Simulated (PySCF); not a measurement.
# Cr+: ionisation energy

Cr+ [Ar] 3d5 (6S) → Cr(2+) [Ar] 3d4 (5D), as a difference of total energies. All numbers are calculated (PySCF 2.14, scalar relativity by spin-free X2C-1e, in jorge-DZP-DKH). Correlated levels: valence: [Ar] frozen. The calculations carry no spin-orbit coupling.

```csv
method,ionisation energy (eV),difference from reference (eV)
UHF,15.062,-1.424
BP86,17.197,+0.711
r2SCAN,16.896,+0.410
MP2 (valence),15.793,-0.693
SCS-MP2 (valence),15.305,-1.181
```

Reference: 16.486 eV (measured; NIST Atomic Spectra Database, ionization energies).

The reference lies between the lowest fine-structure levels, while these numbers refer to the centres of the terms.

Errors of the correlated levels include the incompleteness of this basis and the frozen core.
